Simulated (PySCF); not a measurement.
## Ionisation of 3,6-difluoropyridazine

System: 3,6-difluoropyridazine, `Fc1ccc(F)nn1` (C4H2F2N2). Coordinates in Å; atoms count from 1 in this order:
```
F     2.6182   -0.4645    0.2547
C     1.3089   -0.4173    0.1069
C     0.6613    0.8252    0.1505
C    -0.7061    0.7992   -0.0098
C    -1.2788   -0.4665   -0.1974
F    -2.5837   -0.5636   -0.3576
N    -0.6060   -1.5870   -0.2268
N     0.7038   -1.5619   -0.0732
H     1.2260    1.7464    0.3026
H    -1.3247    1.6979    0.0045
```

Computed at ωB97X-D3(BJ)/ma-def2-TZVP // PBE0-D3(BJ)/def2-SVP with PySCF (density fitting, grid level 2). Zero-point and thermal terms (298.15 K, 1 bar) come from unscaled PBE0-D3(BJ)/def2-SVP harmonic frequencies, with soft modes damped to free rotors in the entropy.

Frontier levels of the parent: HOMO -10.23 eV, LUMO -0.14 eV.

Oxidation to the radical cation:
- Vertical ionisation energy (electronic): 9.96 eV
- Adiabatic ionisation energy (with zero-point energy): 9.53 eV
- Adiabatic, electronic part: 9.51 eV
- Vertical gap at the product's structure: 8.83 eV
- Inner reorganisation energy (four-point): 1128 meV
- Relaxation of product / of parent: 448 / 680 meV
- ⟨S²⟩ of the product: 0.757
- Largest spin populations: N8 0.46, N7 0.46
- Largest changes of atomic charge: N8 0.23, N7 0.23, F1 0.09, F6 0.09
- Distances that move most (Å): N7–N8 1.319 → 1.222; F1–C2 1.318 → 1.278; C5–F6 1.318 → 1.278; C2–N8 1.307 → 1.320
- Potential in DMF: 7.31 V absolute, 2.77 V against Fc+/Fc computed at 4.54 V (solvation -32 → -244 kJ/mol)

Solvents are IEF-PCM continua (electrostatics only, gas-phase structures); absolute potentials refer to an electron at rest in vacuum. Fc+/Fc in DMF, 4.54 V, is ωB97X-D3(BJ)/ma-def2-TZVP on PBE0-D3(BJ)/def2-SVP structures with GFN2-xTB thermal terms. Benchmark calculations put it near 5.0 V in acetonitrile and DMSO, so it is about 0.5 V low, and the value against it can read up to that much too high.

Adiabatic ionisation energy: the gap is larger than usual, and may come from another state, site, conformer or species, from an onset or band maximum that doesn't mark the energy named, from the functional or basis, or from an outlying measurement.

Measured values (NIST Chemistry WebBook, evaluated or the median of agreeing entries): adiabatic ionisation energy 10.17 eV (computed 9.53, difference -0.64).
